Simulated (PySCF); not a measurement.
# Ce(NH2)3 at several levels of theory

Computed with PySCF 2.14.0 (density fitting, no spin-orbit coupling) at the geometry relaxed with PBE0:

```xyz
10
Ce(NH2)3 (singlet in the valence; each metal's 4f electrons, 1 of them, lie in its core potential, out of spins and levels)
Ce   -0.0080   -0.0190   -0.1638
N     2.2670   -0.0045   -0.0101
H     2.8884   -0.8022    0.1395
H     2.8838    0.8098   -0.0425
N    -1.1362    1.9615   -0.2430
H    -2.1450    2.1189   -0.2074
H    -0.7225    2.8956   -0.2639
N    -1.1398   -1.9663    0.1903
H    -0.7369   -2.8912    0.3531
H    -2.1509   -2.1026    0.2479
```

```json
{"level": "PBE0", "basis": "Ce lcecp-1-SVP with ECP47, N def2-SVP, H def2-SVP", "state": "singlet", "HOMO (eV)": "-5.84", "gap (eV)": "4.77", "charge on Ce1 (e)": "0.99", "population of f-type functions on Ce1 (polarisation alone where 4f lies in the core)": "0.07", "dipole about the centre of mass (D)": "0.53", "largest force component (eV/Å)": "0.02"}
{"level": "TPSS", "basis": "the same", "state": "singlet", "HOMO (eV)": "-4.57", "gap (eV)": "3.10", "charge on Ce1 (e)": "0.90", "population of f-type functions on Ce1 (polarisation alone where 4f lies in the core)": "0.06", "dipole about the centre of mass (D)": "0.50", "largest force component (eV/Å)": "0.33"}
{"level": "PBE", "basis": "the same", "state": "singlet", "HOMO (eV)": "-4.54", "gap (eV)": "2.84", "charge on Ce1 (e)": "0.79", "population of f-type functions on Ce1 (polarisation alone where 4f lies in the core)": "0.06", "dipole about the centre of mass (D)": "0.48", "largest force component (eV/Å)": "0.39"}
```

In the lcecp rows the 4f levels are missing from HOMO and gap, and the state counts the valence alone.

Charges are Mulliken's, which hang on the basis. The relaxation used the grid (50, 194), these runs (75, 302) or, all-electron (x2c bases, spin-free X2C Hamiltonian), (99, 590).

Problem. What does PBE0 with Ce lcecp-1-TZVP with ECP47, N def2-TZVP, H def2-TZVP give here?

Solution. state singlet, HOMO (eV) -6.03, gap (eV) 4.91, charge on Ce1 (e) 1.56, population of f-type functions on Ce1 (polarisation alone where 4f lies in the core) 0.09, dipole about the centre of mass (D) 0.58, largest force component (eV/Å) 0.44. Time: 15 s on 2 threads of Arm Neoverse V1 (shared host), from free ions and atoms.

In the first row's basis the gap widens with exact exchange: 2.8 to 3.1 eV for PBE, TPSS (none); 4.8 eV for PBE0 (a fixed share).

No frequency check is given that shows the relaxed geometry to be a minimum, and it was reached by following one of several unstable modes of a saddle point. An lcecp potential fixes the number of 4f electrons, so in runs with it no electron can move into or out of that shell.
